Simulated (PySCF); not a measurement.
**How methods differ on the interval between two levels of Sn+**

Sn+ [Kr] 4d10 5s2 5p1 [2P3/2, M_J = 3/2] → Sn+ [Kr] 4d10 5s1 5p2 [4P5/2, M_J = 5/2], as a difference of total energies. Computed with PySCF 2.14 in x2c-SVPall-2c with one added diffuse shell each of s, p type (7s9p4d, 54 functions), with the two-component X2C-1e Hamiltonian. Correlated levels: [Ar] 3d10 frozen; the 6 highest virtual spinors dropped. "Screened" scales the spin-orbit matrix elements by Boettger's factors to mimic the two-electron term; Breit and QED terms are absent.

| method | interval between two levels (cm⁻¹) |
| --- | --- |
| GHF (spin-free) | 34403 |
| GMP2 (spin-free) | 39850 |
| GHF (screened spin-orbit) | 34300 |
| GMP2 (screened spin-orbit) | 39752 |

The spin-free rows relax to the high-spin LS determinant and lack the spin-orbit shift.

Errors of the correlated levels include the incompleteness of this basis and the frozen core.

The labels give the starting determinants; with spin-orbit coupling the two ends relaxed to ⟨J²⟩ = 3.76, ⟨L²⟩ = 2.02, ⟨S²⟩ = 0.77 and ⟨J²⟩ = 8.76, ⟨L²⟩ = 2.05, ⟨S²⟩ = 3.74.

For comparison: 46479 cm⁻¹ (measured; NIST Handbook of Basic Atomic Spectroscopic Data (Sansonetti and Martin, J. Phys. Chem. Ref. Data 34, 1559 (2005))).
